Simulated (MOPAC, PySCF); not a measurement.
Dissociation curve of HCl (cation, charge +1), doublet.

Computed with: UKS-B3LYP = unrestricted B3LYP/cc-pVTZ in PySCF; CASSCF(7,5)/cc-pVTZ (PySCF); PM3, unrestricted, heats of formation (MOPAC).

Energies are in kcal/mol, each relative to the lowest point of its own curve near equilibrium.

```
R / Å  UKS-B3LYP  CASSCF(7,5)   PM3
-----  ---------  -----------  ----
1.00        59.6         58.3  36.4
1.05        38.2         37.0     …
1.12        18.3         17.4   7.7
1.18         8.1          7.5   2.1
1.26         1.4          1.2   0.0
1.29         0.4          0.3   0.3
1.32         0.0          0.0   1.0
1.36         0.3            …   2.6
1.40         1.3          1.6   4.5
1.47         4.5          5.0     …
1.53         8.2          8.8  13.7
1.65        17.1         17.9     …
1.80        29.1         30.2  43.4
2.00        44.4         45.9     …
2.16        54.6         56.9  79.0
2.37        64.7         69.1     …
2.64        73.0         80.5  95.0
```

**Question.** What belongs in the gaps?

**Answer.** 
- 1.05, PM3: 21.0
- 1.36, CASSCF(7,5): 0.4
- 1.47, PM3: 9.0
- 1.65, PM3: 25.4
- 2.00, PM3: 66.8
- 2.37, PM3: 88.3

The scan ran from 1.00 to 5.29 Å; beyond the distances shown one of the unrestricted levels run for this scan, shown here or not, changes its spin distribution in one step. The unrestricted determinant behind UKS-B3LYP is spin-contaminated at 2.16 to 2.64 Å (<S²> up to 1.1, against 0.75 for a pure doublet).
